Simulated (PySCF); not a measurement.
## Ar²⁺: ionisation energy

Ar²⁺ [Ne] 3s2 3p4 (3P) → Ar³⁺ [Ne] 3s2 3p3 (4S), as a difference of total energies. Calculation: PySCF 2.14, in aug-cc-pCVTZ-DK with one added diffuse shell each of s, p, d, f type (9s8p6d4f, 91 functions); the spin-free X2C one-electron Hamiltonian (Gaussian nucleus). Correlated levels: valence and next inner shell: 1s2 frozen. The calculations carry no spin-orbit coupling.

**Question.** Order these methods by the ionisation energy they give, lowest first.
A. MP2 (valence and next inner shell)
B. CCSD(T) (valence and next inner shell)
C. SCS-MP2 (valence and next inner shell)
D. CCSD (valence and next inner shell)

**Answer.** A (40.257 eV), C (40.335 eV), D (40.368 eV), B (40.397 eV).

A first-order spin-orbit estimate (lowest level to lowest level, LS coupling) adds 0.063 eV.

Errors of the correlated levels include the incompleteness of this basis and the frozen core.

For comparison: 40.735 ± 0.012 eV (semi-empirical (NIST evaluation); NIST Atomic Spectra Database, ionization energies).
